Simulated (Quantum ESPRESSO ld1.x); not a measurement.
Results of a calculation; reference values are marked as such.
Gd I, 64 electrons, occupied as [Xe] 4f7 5d1 6s1 7d1 (not the ground configuration). Level of theory: scalar-relativistic Kohn-Sham, LDA (Slater exchange, VWN5 correlation), spin-polarised, spherical densities, point nucleus; open shells are filled with parallel spins first (ld1.x of Quantum ESPRESSO 7.5). Some entries of the table are withheld. Estimate them.

orbital  occ.  eigenvalue (Ry)  r(max) (bohr)
1s up       1         -3679.43          0.014
1s down     1         -3679.43          0.014
2s up       1         -607.827          0.079
2s down     1         -607.817          0.079
2p up       3         -541.159          0.064
2p down     3         -541.151          0.064
3s up       1         -135.005          0.226
3s down     1         -134.804          0.223
3p up       3         -114.352          0.221
3p down     3         -114.153          0.221
3d up       5         -87.0104          0.179
3d down     5         -86.8537          0.179
4s up       1         -27.5622          0.517
4s down     1         -27.1178          0.517
4p up       3         -20.7502          0.538
4p down     3         -20.3104          0.538
4d up       5         -11.3251          0.560
4d down     5         -10.8935          0.560
5s up       1         -4.09363           1.19
5s down     1         -3.84852           1.20
5p up       3         -2.42314           1.35
5p down     3         -2.22331           1.36
4f up       7         -1.12367          0.566
4f down     0         -0.73741          0.566
6s up       1         -0.61515            (1)
5d up       1         -0.55404           1.92
6s down     0         -0.51202            (2)
5d down     0         -0.42676           1.98
7d up       1         -0.04265           20.7
7d down     0         -0.03253           22.2

Answer. 
(1) 6s up r(max) (bohr): 3.16
(2) 6s down r(max) (bohr): 3.26
